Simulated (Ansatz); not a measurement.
```yaml
crystal:
  periodic: [false, false, false]
  atoms:
    - {symbol: Si, position_ang: [0.023987, -2.729716, 1.488702]}
    - {symbol: O, position_ang: [0.578219, -1.232138, 1.079735]}
    - {symbol: Ge, position_ang: [-0.006325, 0.000083, 0.001736]}
    - {symbol: O, position_ang: [1.330884, 0.597660, -0.934671]}
    - {symbol: Si, position_ang: [2.865826, 0.052185, -1.186765]}
    - {symbol: O, position_ang: [-0.703958, 1.326884, 0.882080]}
    - {symbol: Si, position_ang: [-0.191735, 2.859397, 1.207825]}
    - {symbol: O, position_ang: [-1.230528, -0.692099, -1.020194]}
    - {symbol: Si, position_ang: [-2.721764, -0.179713, -1.500661]}
    - {symbol: H, position_ang: [0.261997, -3.690076, 0.381377]}
    - {symbol: H, position_ang: [0.775858, -3.155694, 2.692928]}
    - {symbol: H, position_ang: [-1.430187, -2.683849, 1.790891]}
    - {symbol: H, position_ang: [3.702196, 0.284476, 0.018074]}
    - {symbol: H, position_ang: [2.858719, -1.399609, -1.503457]}
    - {symbol: H, position_ang: [3.413837, 0.815477, -2.333063]}
    - {symbol: H, position_ang: [1.218745, 2.850252, 1.675300]}
    - {symbol: H, position_ang: [-1.072570, 3.393100, 2.273759]}
    - {symbol: H, position_ang: [-0.298037, 3.709514, -0.005055]}
    - {symbol: H, position_ang: [-2.667247, 1.234594, -1.953216]}
    - {symbol: H, position_ang: [-3.138472, -1.052585, -2.623768]}
    - {symbol: H, position_ang: [-3.694144, -0.297543, -0.384557]}
basis:
  gaussian: {orbitals: def2-TZVPP, nuclear_model: gaussian}
magnetization: {spin_polarized: true, initial_magnetization: 1}
hamiltonian: {xc: {name: B97M-V}}
```

```sh
$ ansatz run in.yaml --threads 4 --pin off --events-out ev --progress --plain --max-ram 66560MiB --backend cuda --devices 0, --max-vram 37GiB
```

It prints (some lines left out):

```
Error: a molecule whose nuclei and cores have a total charge of 132 cannot have a net charge of 0 together with 1 unpaired electrons
```

Q: What is wrong with this run?

A: The number of unpaired electrons doesn't fit the electron count. The input was rejected before any iteration.
